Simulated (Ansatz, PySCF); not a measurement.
Noncovalent pair: CH4 (SMILES C) (first 5 atoms) with CH2O2 (SMILES O=CO); geometry from B3LYP-D3(BJ)/def2-TZVP.
(charge 0, multiplicity 1):
```xyz
10

C     -0.0682     0.0225     0.0979
H      0.1341    -0.2322    -0.9411
H      0.6339    -0.5068     0.7414
H      0.0487     1.0998     0.2224
H     -1.0909    -0.2728     0.3365
O      1.1218    -0.6706     3.5805
C      0.3028     0.0575     4.0643
O     -0.6175     0.7542     3.3803
H      0.1928     0.2548     5.1384
H     -0.4992     0.5630     2.4337
```

Basis-set superposition error: the interaction energy with monomers in their own basis, and in the dimer's basis (counterpoise).

Codes used: Ansatz (an electronic-structure program); PySCF for 6-31G* rows. Each number belongs to the level named beside it.

| level | uncorrected (kcal/mol) | counterpoise (kcal/mol) | difference |
|---|---|---|---|
| HF/6-31G* | -0.52 | 0.30 | 0.82 |
| PBE/def2-TZVPPD | -1.22 | -1.17 | 0.05 |
| BLYP/def2-TZVPPD | 0.03 | 0.09 | 0.06 |
| B3LYP/6-31G* | -1.58 | -0.46 | 1.12 |
| PBE0/def2-TZVPPD | -1.19 | -1.15 | 0.04 |
| CAM-B3LYP/def2-TZVPPD | -1.10 | -1.05 | 0.05 |
| wB97X-V/def2-TZVPPD | -1.77 | -1.73 | 0.04 |
| wB97M-V/def2-TZVPPD | -1.73 | -1.69 | 0.05 |
| MP2/6-31G* | -1.87 | -0.42 | 1.45 |
| CCSD(T)/aug-cc-pVDZ | -2.21 | -1.20 | 1.00 |

The error is largest for MP2/6-31G* (1.45 kcal/mol) and smallest for wB97X-V/def2-TZVPPD (0.04 kcal/mol).
